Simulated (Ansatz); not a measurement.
The cluster Al₃Ru₂⁻ (the lowest singlet isomer of a short search) was relaxed with PBE-D4 (def2-SVPD) in Ansatz in these states: charge -1 quintet, charge -1 triplet. The geometries follow in no particular order.

In the def2 sets Ru takes a core potential; there is no spin–orbit coupling.

A:

```csv
atom,x (Å),y (Å),z (Å)
Ru1,1.132,-1.026,-0.002
Ru2,-1.209,0.928,0.102
Al3,-1.083,-1.255,-0.799
Al4,0.845,1.070,-1.091
Al5,0.315,0.282,1.791
```

B:

```xyz
5

Ru    0.9031    0.2889    0.8595
Ru   -0.9031   -0.2889   -0.8595
Al   -0.9132   -1.2251    1.3712
Al    1.4372   -0.7566   -1.2558
Al   -0.5240    1.9816   -0.1155
```

Task: Judge from the bond lengths which geometry belongs to which state (an estimate).

Result: A is the charge -1 triplet (Ru1–Ru2 3.050 Å, Ru1–Al3 2.365 Å, Ru2–Al3 2.365 Å); B is the charge -1 quintet (Ru1–Ru2 2.560 Å, Ru1–Al3 2.419 Å, Ru2–Al3 2.419 Å).

At PBE-D4/def2-SVPD the highest occupied level of the charge -1 quintet lies above zero (up to 0.22 eV). It is a level of α spin, whose loss leaves a quartet; that state wasn't run at this geometry and level. The electron is either unbound and held by the finite basis, or the level is raised by self-interaction error. These are the stationary points nearest to one start from a short search; other shapes may lie lower in each state.
